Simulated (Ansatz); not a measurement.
System: ZrF$_{2}$ (charge 0, singlet). SMILES: [Zr]([F])[F]
Structure (B3LYP-D3(BJ)/def2-TZVP (Ansatz, an electronic-structure program) minimum search):
```
Zr
F 1 1.8767
F 1 1.8767 2 113.20
```

Quantity: vertical triplet-singlet gap (E(triplet) - E(singlet); each state is the SCF solution reached for its spin; for the singlet the Hartree-Fock reference is unstable and T1 is 0.019), in kcal/mol. Correlated levels leave the core frozen unless marked. Open shells are spin-unrestricted. No spin-orbit coupling. The frozen core is the preceding noble-gas configuration, with the filled d and f shells of earlier blocks. In def2 rows, elements after Kr have scalar-relativistic effective core potentials. CBS marks a two-point X^-3 extrapolation of the correlation energy; Hartree-Fock from the larger set. [CCSD(T)-MP2]/basis is that difference in the basis named.

| level | program | vertical triplet-singlet gap (kcal/mol) |
|---|---|---|
| r2SCAN/def2-TZVPD | Ansatz | … |
| CAM-B3LYP/def2-TZVPD | Ansatz | -6.0 |
| wB97M-V/def2-TZVPD | Ansatz | -2.5 |
| B2PLYP/def2-TZVPD | Ansatz | -5.0 |
| SCS-MP2/def2-SVPD | Ansatz | -5.4 |
| SCS-MP2/def2-TZVPPD | Ansatz | -3.3 |
| CCSD/def2-SVPD | Ansatz | … |
| CCSD/def2-TZVPPD | Ansatz | -1.8 |
| RI-MP2/CBS(def2-TZVPPD,def2-QZVPPD)+[CCSD(T)-MP2]/def2-TZVPPD | Ansatz | … |

Task: Fill in the missing entries.

Result: 
- r2SCAN/def2-TZVPD, vertical triplet-singlet gap (kcal/mol): -12.7
- CCSD/def2-SVPD, vertical triplet-singlet gap (kcal/mol): -1.4
- RI-MP2/CBS(def2-TZVPPD,def2-QZVPPD)+[CCSD(T)-MP2]/def2-TZVPPD, vertical triplet-singlet gap (kcal/mol): 1.3
